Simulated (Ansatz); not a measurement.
## Energy profile

The step: SiH₂O₂ ([OH][Si][OH]) + H₂O → SiH₂O₂ ([OH][Si][OH]) + H₂O; bonds formed: Si1–O5, O2–H3; bonds broken: Si1–O2, H3–O5 (atoms numbered as in the saddle structure below).

```csv
atom,x (Å),y (Å),z (Å)
Si1,-0.6247,-0.3548,0.9238
O2,0.2356,-1.0716,-0.6196
H3,-0.2490,-0.0464,-0.9982
O4,0.7400,0.3464,1.5622
O5,-0.9318,0.8453,-0.4975
H6,-0.1641,-1.8666,-0.9840
H7,1.5263,0.4319,1.0156
H8,-0.5323,1.7157,-0.4023
```

Electronic energies by CCSD(T) at an estimated basis limit (MP2 extrapolated from triple and quadruple zeta, plus CCSD(T) − MP2 in triple zeta), on PBE0-D4/def2-TZVP structures; SiH$_{4}$O$_{3}$, singlet; no counterpoise correction. Program: Ansatz 0.2.0. Basis: def2-TZVPP and def2-QZVPP. Cores are frozen in the correlated methods. Extrapolation: Hartree–Fock as exp(−7.88 √X), correlation as X^−2.97.

Give the profile in kcal/mol, counted from the separated reactants. (An estimate is asked for; the value comes from the calculation.)

The calculation gives:
```
                                                                                                              point  kcal/mol
separated: SiH$_{2}$O$_{2}$ (linked as [OH][Si][OH]; Si1, O2, O4, H6, H7; singlet) + H$_{2}$O (H3, O5, H8; singlet)      0.00
                                                                                                    start structure     -3.82
                                                                                                             saddle     11.35
                                                                                                      end structure     -1.33
separated: SiH$_{2}$O$_{2}$ (linked as [OH][Si][OH]; Si1, O4, O5, H7, H8; singlet) + H$_{2}$O (O2, H3, H6; singlet)      2.55
```

No T1 diagnostic of these runs exceeds 0.015.

For scale, one of the runs: CCSD(T)/def2-TZVPP, 191 basis functions, launched by `ansatz run in.yaml --threads 2 --pin off --events-out ev --progress --plain --max-ram 4352MiB`. Hardware: 2 CPU threads of an Arm Neoverse V1, shared host. Wall time 73 s; peak host memory 2.2 GiB.
